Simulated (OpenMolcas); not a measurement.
**Ir2+: moving or changing the point charges**

Ir2+ among 6 point charges of -1.5 e arranged as an octahedron (Oh), 1.99 Å from the ion.
```
   1.9900    0.0000    0.0000  -1.50
   0.0000    1.9900    0.0000  -1.50
  -1.9900    0.0000    0.0000  -1.50
   0.0000   -1.9900    0.0000  -1.50
   0.0000    0.0000    1.9900  -1.50
   0.0000    0.0000   -1.9900  -1.50
```

```yaml
Program: OpenMolcas 26.06
Method: "SS-CASPT2, IPEA 0.25 Eh, imaginary shift 0.1 Eh (closed shells correlated: 5s 5p)"
Basis: ANO-RCC-VTZP [8s7p5d3f1g]
Scalar_Hamiltonian: DKH2, point nucleus
Active_space: 7 electrons in 5 orbitals (5d)
State_averaging: 2S+1 = 4 even, 10 roots; 2S+1 = 2 even, 40 roots
Spin-orbit_coupling: state interaction with AMFI integrals over the reference wave functions
```

Runs around this geometry, states (labels of O, the rotations of Oh). Energies in cm-1 above the lowest state or level, χT in cm3 K/mol; under a threefold ground state the first gap can be a small split of the lowest multiplet, not the spin-orbit step; 10Dq and B are least-squares fits to the states below 45000 cm-1, weighted by degeneracy, with a free offset, and given where the rms deviation is under 5 % of |10Dq| (or 100 cm-1) and under 700 cm-1.

```json
{"R (Å)": "1.99", "q (e)": "-1.2", "Ground state": "4T1", "First state of that spin": "4T2 8680", "10Dq": "", "B (rms of fit)": "", "First gap with spin-orbit (degeneracies)": "870 (2, 4)", "χT at 300 K": "3.292", "First state of another spin": "2E 5840"}
{"R (Å)": "1.99", "q (e)": "-1.5", "Ground state": "4T1", "First state of that spin": "4T2 11930", "10Dq": "11875", "B (rms of fit)": "546 (562)", "First gap with spin-orbit (degeneracies)": "610 (2, 4)", "χT at 300 K": "3.212", "First state of another spin": "2E 3660"}
{"R (Å)": "2.15", "q (e)": "-1.5", "Ground state": "4T1", "First state of that spin": "4T2 7610", "10Dq": "", "B (rms of fit)": "", "First gap with spin-orbit (degeneracies)": "920 (2, 4)", "χT at 300 K": "3.324", "First state of another spin": "2E 6930"}
```

Taking the first state of the same spin as R^-n, n = -ln(7610 / 11930) / ln(2.15 / 1.99) = 5.8 between the shortest and longest distance.

Scaling the charges by -1.2 / -1.5 = 0.80 scales the first state of the same spin by 8680 / 11930 = 0.73; with fixed orbitals a first-order splitting would follow the charge.

Roots that are degenerate in the reference are averaged as groups; the widest CASPT2 spread within a group is 560 cm-1 (the 3-fold group of multiplicity 2 near 13300 cm-1 above the lowest state of its run, R = 1.99, q = -1.2). Shifts and gaps below about the spread of the groups concerned are not significant. An orbital triplet at a regular site is open to Jahn-Teller coupling, which can distort the site and quench the lowest spin-orbit gaps and is left out. This shell can be high or low spin here, a state of another spin lies low, and with metal d orbitals alone active their balance is uncertain, so the ground spin may be wrong. Point charges give a weaker field than real ligands, and real ions of this kind are as a rule low spin; the high spin found here belongs to the model. Free-ion shares, where given, are those of the reference states; single-state CASPT2 does not remix them. Point charges carry no covalency, so the field is a model and not that of real ligands. No measured value stands beside these numbers.
